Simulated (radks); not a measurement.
The boron anion B- inside a hard spherical wall (all orbitals vanish at R), configuration held at [He] 2s2 2p2 and not refilled when levels cross. Method: non-relativistic Kohn-Sham, r2SCAN, spin-polarised, spherical densities, point nucleus; open shells are filled with parallel spins first; meta-GGA in the generalised Kohn-Sham scheme; computed with a radial shooting solver on a logarithmic mesh with Libxc functionals. Eigenvalues in eV for spin up, with the zero of energy where the potential of the charges vanishes at infinity; a dash marks a level that is unbound or too diffuse for the functional's potential to be trusted. A positive occupied level is held by the wall or, in an anion where self-interaction has pushed it up, behind a barrier. The pressure on the wall is -dE/dV.

R (bohr)  E (hartree)  kinetic (hartree)    e(1s)   e(2s)   e(2p)  e(3s, empty)  e(3p, empty)  pressure (GPa)
20          -24.65018             24.550  -176.85  -4.422   1.535         1.888         2.186         0.00142
15          -24.64860             24.550  -176.48  -4.092   1.818         2.721         3.388         0.00510
12          -24.64632             24.554  -176.12  -3.800   2.085         3.653         4.801          0.0199
10          -24.64257             24.564  -175.68  -3.484   2.398         4.794         6.460          0.0679
8           -24.63209             24.597  -174.82  -2.924   3.009         7.083         9.453           0.337
5           -24.51306             25.004  -169.80   0.009   6.536        20.032        23.417            11.4
3           -23.53676             27.550  -152.26  12.965  20.866        72.357        70.747             361
2           -20.15507             34.399  -124.24  48.478  52.722        196.66        170.44            4220
1.5         -13.77823             45.690  -94.554  112.24  99.701        389.46        314.89           22300
